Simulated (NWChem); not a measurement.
Molecule: CH$_{4}$FGaO; SMILES C[O][GaH][F]

```xyz
8

Ga    -0.2482     0.4234     0.0006
H     -1.7937     0.5309     0.0049
F      0.7607     1.8480    -0.0044
O      0.7051    -1.0659     0.0030
C      0.1897    -2.3654    -0.0015
H      0.5143    -2.9046    -0.9092
H      0.5674    -2.9285     0.8701
H     -0.9167    -2.4087     0.0311
```
Atoms are numbered in this order, from 1.

Level: PBE0/def2-SVP (NWChem), optimised geometry, unscaled harmonic frequencies. 

### Question
List the harmonic frequencies with IR intensities, and the thermochemistry.

### Answer
```tsv
frequency (cm⁻¹)	IR intensity (km/mol)
92	3.4
103	0.4
130	2.8
255	22.5
468	71.6
586	135.2
640	42.5
724	60.7
1161	131.5
1180	0.0
1216	92.0
1466	1.2
1476	14.8
1483	15.2
2053	72.9
2997	78.9
3081	47.8
3103	31.9
```

```json
{
  "zero_point_energy": "31.7 kcal/mol",
  "thermal correction to the enthalpy at 298.15 K (with zero-point energy)": "36.2 kcal/mol",
  "heat capacity Cv": "18.5 cal/(mol K)",
  "entropy at 298.15 K and 1 atm (symmetry number 1)": "79.4 cal/(mol K)",
  "dipole_moment": "3.07 D"
}
```

Rigid rotor and harmonic oscillator; modes under 100 cm⁻¹ make the entropy uncertain.
